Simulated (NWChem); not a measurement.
Species: NaF; SMILES [F][Na]

All runs: NWChem. Structure relaxed at the PBE0/def2-SVP level.

For level PBE/pcseg-1:

```
Item                         Value
---------------------------  -----
highest occupied level (eV)  -4.48
orbital gap (eV)              2.48
dipole (D)                    6.93
```

Task: Estimate the same quantities for level PBE/aug-pcseg-1.

Result: The highest occupied level (eV) comes out as -5.13 and the orbital gap (eV) is 3.12. The dipole (D) is 7.74.
